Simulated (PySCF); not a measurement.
PySCF input file for W(O)2(F)2 cation (F2O2W), SMILES [O]=[W](=[O])([F])[F] (connectivity only; charge and spin as stated), charge +1, multiplicity 2, B3LYP-D3(BJ)/def2-SVP. Geometry: B3LYP-D3(BJ)/def2-SVP. The spin state was assumed, not searched. The isomer is the one that the SMILES or the coordinates give; other isomers of the formula were not compared. The def2 effective core potentials stand for the cores of W; spin–orbit coupling is left out.

```python
import numpy as np
from pyscf import gto, scf, dft, df
from pyscf.hessian import thermo

mol = gto.M(
    atom='''
    W     0.00000000   -0.00000000    0.01801463
    O    -0.00000002   -1.28998464   -1.15322617
    O    -0.00000001    1.28998464   -1.15322619
    F    -1.56148920    0.00000001    0.95102981
    F     1.56148921    0.00000000    0.95102977
    ''',
    basis='def2-SVP',
    ecp={'W': 'def2-svp'},
    charge=1,
    spin=1,
    max_memory=1600,
    verbose=3,
)
mf = dft.UKS(mol, xc='b3lyp').density_fit(auxbasis='def2-universal-jkfit')
mf.disp = 'd3bj'
mf.grids.level = 3
mf.conv_tol = 1e-11
mf.max_cycle = 100
mf.kernel()
fine, coarse = mf.grids, dft.Grids(mol).set(level=1).build(with_non0tab=True)
for _ in range(3):  # follow internal instabilities
    mf.grids = coarse
    mo, _, stable, _ = mf.stability(return_status=True, nroots=4)
    mf.grids = fine
    if stable:
        break
    mf.kernel(mf.make_rdm1(mo, mf.mo_occ))

# analytic Hessian; the response equations are solved on a coarser grid
h, args, fine = mf.Hessian(), (mf.mo_energy, mf.mo_coeff, mf.mo_occ), mf.grids
h.max_memory = max(150, 2.5e-5 * df.make_auxmol(mol, mf.with_df.auxbasis).nao * mol.nelec[0] * (mol.nelec[0] + mol.nao))  # MB; small integral blocks
h1ao = h.make_h1(mf.mo_coeff, mf.mo_occ)
mf.grids = dft.Grids(mol).set(level=1).build(with_non0tab=True)
mo1, mo_e1 = h.solve_mo1(*args, h1ao)
mf.grids = fine
hess = h.hess_elec(*args, mo1, mo_e1, h1ao) + h.hess_nuc()
if mf.do_disp():
    hess += h.get_dispersion()
for i in range(mol.natm):  # the analytic DFT Hessian lacks the response of the grid: restore translational invariance
    hess[i, i] -= hess[i].sum(axis=0)
hess = (hess + hess.transpose(1, 0, 3, 2)) / 2
vib = thermo.harmonic_analysis(mol, hess, imaginary_freq=False)
thermo.dump_normal_mode(mol, vib)
th = thermo.thermo(mf, vib['freq_au'][vib['freq_au'] > 0], 298.15, 101325)
thermo.dump_thermo(mol, th)
g0 = mf.nuc_grad_method().set(verbose=0).kernel()

# dipole derivatives [dipole axis, atom, xyz] from the same response
r, irp = mol.intor('int1e_r'), mol.intor('int1e_irp').reshape(3, 3, mol.nao, mol.nao)
sl, dm0, ok = mol.aoslice_by_atom(), np.array(mf.make_rdm1()), []
dmu = np.einsum('a,xt->xat', mol.atom_charges(), np.eye(3))
for a, (_, _, p0, p1) in enumerate(sl):
    dmu[:, a] += 2 * np.einsum('xtij,ij->xt', irp[:, :, :, p0:p1], dm0.reshape(-1, mol.nao, mol.nao).sum(0)[:, p0:p1])
    for u, c, occ, f in zip(mo1, mf.mo_coeff, mf.mo_occ, (2, 2)):
        dmu[:, a] -= f * np.einsum('tui,xuv,vi->xt', u[a], r, c[:, occ > 0], optimize=True)
L = vib['norm_mode']
ir = 974.8801 * (np.einsum('xat,kat->kx', dmu, L) ** 2).sum(1)       # km/mol
apt = np.einsum('xax->a', dmu) / 3
print('mode   freq/cm-1   IR/(km/mol)')
for k, w in enumerate(vib['freq_wavenumber']):
    print(f'{k + 1:4d} {w:11.2f} {ir[k]:13.3f}')
print('max |gradient| / (hartree/bohr):', abs(g0).max())
print('APT charges:', apt.round(4))
```

It prints:

```

WARN: HOMO -0.626403336637427 >= LUMO -0.626403336637416

converged SCF energy = -416.751971807203  <S^2> = 0.80479453  2S+1 = 2.0540638
<class 'pyscf.df.df_jk.DFUKS'> wavefunction is stable in the internal stability analysis

WARN: DFTD3 does not support analytical Hessian, using finite difference


WARN: Mole.unit (angstrom) is changed to Bohr

Mode                                 0                   1                   2
Irrep
Freq [cm^-1]                      164.5454            184.6280            237.7296
Reduced mass [au]                  19.4672             20.8683             18.9527
Force const [Dyne/A]                0.3105              0.4191              0.6311
Char temp [K]                     236.7442            265.6386            342.0400
Normal mode                   x     y     z       x     y     z       x     y     z
       0   W                -0.00  0.02  0.00    0.00  0.00 -0.02   -0.03 -0.00 -0.00
       1   O                -0.00  0.01  0.11   -0.00 -0.02 -0.01    0.14 -0.00  0.00
       2   O                 0.00  0.00 -0.11   -0.00  0.02 -0.01    0.14  0.00  0.00
       3   F                -0.00 -0.12 -0.00    0.09 -0.00  0.12    0.01 -0.00  0.08
       4   F                 0.00 -0.12 -0.00   -0.09 -0.00  0.12    0.01  0.00 -0.08
Mode                                 3                   4                   5
Irrep
Freq [cm^-1]                      244.3534            262.2309            362.3602
Reduced mass [au]                  16.9772             16.7825             19.2056
Force const [Dyne/A]                0.5972              0.6799              1.4858
Char temp [K]                     351.5702            377.2918            521.3556
Normal mode                   x     y     z       x     y     z       x     y     z
       0   W                -0.00  0.00 -0.00    0.00  0.00 -0.02    0.00 -0.03 -0.00
       1   O                 0.14 -0.00  0.00   -0.00 -0.12  0.12    0.00  0.13  0.08
       2   O                -0.14  0.00 -0.00   -0.00  0.12  0.12   -0.00  0.13 -0.08
       3   F                 0.00  0.10  0.00    0.00 -0.00 -0.02    0.00  0.04 -0.00
       4   F                 0.00 -0.10 -0.00   -0.00 -0.00 -0.02   -0.00  0.04 -0.00
Mode                                 6                   7                   8
Irrep
Freq [cm^-1]                      776.3857            790.8195            961.6525
Reduced mass [au]                  19.9672             21.9286             17.1134
Force const [Dyne/A]                7.0912              8.0801              9.3244
Char temp [K]                    1117.0462           1137.8132           1383.6038
Normal mode                   x     y     z       x     y     z       x     y     z
       0   W                 0.00 -0.00 -0.02   -0.03  0.00 -0.00    0.00 -0.00  0.02
       1   O                -0.00 -0.01  0.00    0.01 -0.00 -0.00   -0.00 -0.13 -0.11
       2   O                -0.00  0.01  0.00    0.01  0.00 -0.00   -0.00  0.13 -0.11
       3   F                -0.13 -0.00  0.08    0.13  0.00 -0.07   -0.01 -0.00  0.00
       4   F                 0.13 -0.00  0.08    0.13 -0.00  0.07    0.01 -0.00  0.00
temperature 298.1500 [K]
pressure 101325.00 [Pa]
Rotational constants [GHz] 3.88149 3.46406 2.97980
Symmetry number 2
Zero-point energy (ZPE) 0.00908 [Eh]   23833.830 [J/mol]
                           tot       elec      trans        rot        vib
Entropy [J/mol/K]       337.482      5.763    177.798    105.057     48.865
Cv [J/mol/K]             76.704      0.000     12.472     12.472     51.761
Cp [J/mol/K]             85.019      0.000     20.786     12.472     51.761
Internal energy [J/mol]                      3718.434   3718.434  32310.751
Internal energy [Eh]   -416.73683  -416.75197
Enthalpy [J/mol]                             6197.391   3718.434  32310.751
Enthalpy [Eh]          -416.73589
Gibbs free energy [J/mol]                  -46812.971 -27604.223  17741.651
Gibbs free energy [Eh] -416.77421
mode   freq/cm-1   IR/(km/mol)
   1      164.55        35.498
   2      184.63         8.354
   3      237.73         6.227
   4      244.35         0.000
   5      262.23         3.893
   6      362.36        39.621
   7      776.39        61.141
   8      790.82       109.096
   9      961.65        42.117
max |gradient| / (hartree/bohr): 0.00026548428321881566
APT charges: [ 2.0459 -0.0357 -0.0357 -0.4873 -0.4873]
```

The run converged.
